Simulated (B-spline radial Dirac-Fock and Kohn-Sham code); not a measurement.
**Auger parameter of lead: the K level and its strongest K-LL line**

The computed values come from a B-spline atomic structure program: Dirac-Fock ΔSCF + Breit + QED. The modified Auger parameter α′ is the binding energy plus the kinetic energy of the Auger electron; it does not depend on the energy zero. For free ions it tends to fall with charge, since less charge screens the final holes.

```
            species           configuration  binding 1s (eV)  Auger line  kinetic (eV)   α′ (eV)
                 Pb  [Xe] 4f14 5d10 6s2 6p2          88006.4    L2L3 J=2       59469.7  147476.1
                Pb⁺  [Xe] 4f14 5d10 6s2 6p1          88015.1    L2L3 J=2       59459.6  147474.7
 Pb⁺ (Watson 1.6 Å)  [Xe] 4f14 5d10 6s2 6p1          88006.9    L2L3 J=2       59468.2  147475.1
               Pb²⁺      [Xe] 4f14 5d10 6s2          88025.0    L2L3 J=2       59448.6  147473.6
               Pb²⁺  [Xe] 4f14 5d10 6s1 6p1          88026.6    L2L3 J=2       59447.0  147473.6
Pb²⁺ (Watson 1.6 Å)      [Xe] 4f14 5d10 6s2          88007.5    L2L3 J=2       59466.4  147473.8
Pb²⁺ (Watson 2.4 Å)      [Xe] 4f14 5d10 6s2          88013.0    L2L3 J=2       59460.6  147473.6
               Pb³⁺      [Xe] 4f14 5d10 6s1          88037.4    L2L3 J=2       59435.2  147472.6
Pb³⁺ (Watson 1.8 Å)      [Xe] 4f14 5d10 6s1          88013.5    L2L3 J=2       59459.2  147472.7
               Pb⁴⁺          [Xe] 4f14 5d10          88050.8    L2L3 J=2       59421.2  147472.0
               Pb⁴⁺       [Xe] 4f14 5d9 6s1          88056.3    L2L3 J=2       59414.5  147470.9
               Pb⁵⁺           [Xe] 4f14 5d9          88070.6    L2L3 J=2       59399.7  147470.3
               Pb⁶⁺           [Xe] 4f14 5d8          88091.5    L2L3 J=2       59377.2  147468.7
               Pb⁷⁺           [Xe] 4f14 5d7          88113.4    L2L3 J=2       59353.8  147467.2
```
